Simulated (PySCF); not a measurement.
CrH4 (triplet state).
Hydrogens: H2, H3, H4, H5 on Cr1.

Computed by this run: PySCF 2.14.0, PBE0-D3(BJ)/def2-SVP geometry optimisation, gas phase; unrestricted, density fitting, grid level 1; the optimiser is geomeTRIC in internal coordinates, started from a GFN2-xTB structure with every atom displaced at random (about 0.03 Å).

At the end of the run (lengths in Å): Cr1–H3 1.588, Cr1–H2 1.587, Cr1–H5 1.587, Cr1–H4 1.587, H2–Cr1–H3 109.3°.

Question: These geometries were met on the way; a selection of coordinates is given. Order them by energy above the end point, lowest first.
A. Cr1–H3 1.456, Cr1–H2 1.535, Cr1–H5 1.558, Cr1–H4 1.611, H2–Cr1–H3 115.3°
B. Cr1–H3 1.565, Cr1–H2 1.580, Cr1–H5 1.583, Cr1–H4 1.586, H2–Cr1–H3 112.9°
C. Cr1–H3 1.591, Cr1–H2 1.589, Cr1–H5 1.588, Cr1–H4 1.586, H2–Cr1–H3 109.6°

Answer: C (0.000 eV), B (0.011 eV), A (0.165 eV).

```tsv
step	E above end (eV)	rms distance from the end, all atoms (Å)	largest force (eV/Å)	rms shift of all bonds from the end (Å)
4	0.000	0.005	0.052	0.002
1	0.011	0.041	0.343	0.012
0	0.165	0.075	2.078	0.074
```

Rows stand in the order of the answer.
